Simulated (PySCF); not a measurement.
SMILES C(=C)[Si](C)C, doublet at its PBE0/def2-SVP optimised geometry (Å):

```
14

C     -1.7614     1.1068    -0.6125
C     -0.6266     0.7207     0.0000
Si     0.0706    -0.9982     0.0000
C      1.9565    -0.9982     0.0000
C     -0.6542    -2.0732    -1.3687
H     -2.3543     0.4187    -1.2259
H     -2.1488     2.1284    -0.5299
H     -0.0997     1.4726     0.6048
H      2.3543    -2.0117     0.1625
H      2.3508    -0.6285    -0.9623
H      2.3488    -0.3498     0.7986
H     -0.3969    -1.6692    -2.3631
H     -1.7512    -2.1284    -1.2970
H     -0.2631    -3.1003    -1.3068
```

Calculation: unrestricted PBE0/def2-TZVP run with PySCF.

Map of the deformation density (molecule minus spherical neutral atoms) (e/bohr³) on the plane z = 0.6 Å:

```
|11111111111111111111111111111|
|11111111111111111111111111111|
|11111111111111111111111111111|
|11111111111111111111111111111|
|11111111111111111111111111111|
|11111111111111111111111111111|
|11111111111111111111111111111|
|11111111111110011111111111111|
|11111111110011001111111111111|
|11111111110125410111111111111|
|11111111111149711111111111111|
|11111111111026411111111111111|
|11111111111002210111111111111|
|11111111111012110011110111111|
|11111111111122200011221111111|
|11111111111122100112594111111|
|11111111111111000122695111111|
|11111111111111101221242111111|
|11111111111112111221121111111|
|11111111111111111111232111111|
|11111111111111111111221111111|
|11111111111111111111110011111|
|11111111111111111111000111111|
|11111111111111111111111111111|
|11111111111111111111111111111|
|11111111111111111111111111111|
|11111111111111111111111111111|
|11111111111111111111111111111|
|11111111111111111111111111111|
```
Scale: ten equal steps from -0.016 (start of '0') to 0.088 (end of '9'), in the order '0123456789'; x runs from -4.50 to 4.50, y from -4.50 (bottom) to 4.50 (top).
